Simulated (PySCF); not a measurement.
## Converging BeAl⁺ in the basis (PBE)

PySCF, UKS reference; singlet, unpaired electrons none; De to Be + Al⁺ without counterpoise correction.

| basis | relativity | functions | Re (Å) | ωe (cm⁻¹) | De (eV) | μ (D) |
| --- | --- | --- | --- | --- | --- | --- |
| def2-SVP | no relativity | 27 | 2.788 | 270 | 0.89 | -2.31 |
| jorge-DZP-DKH | spin-free X2C | 39 | 2.793 | 270 | 0.89 | -2.12 |
| def2-TZVP | no relativity | 56 | 2.782 | 270 | 0.89 | -2.15 |

Task: How does each smaller set differ from the one with most functions, def2-TZVP?

Result: def2-SVP: +0.6 pm, +0.0 % in ωe, +0.00 eV in De; jorge-DZP-DKH: +1.1 pm, +0.0 % in ωe, +0.00 eV in De. All at PBE; the set with most functions is neither the basis-set limit nor always the best. The rows treat relativity differently, so the differences are not basis effects alone.

A positive dipole points towards Al; it is taken about the centre of mass and depends on that origin. Closed-shell solutions of metal pairs were not tested for spin polarisation, which can lower them a little. For an ion De counts to the pair picked by the measured ionisation energies or electron affinities, which need not be the lowest pair at this level.
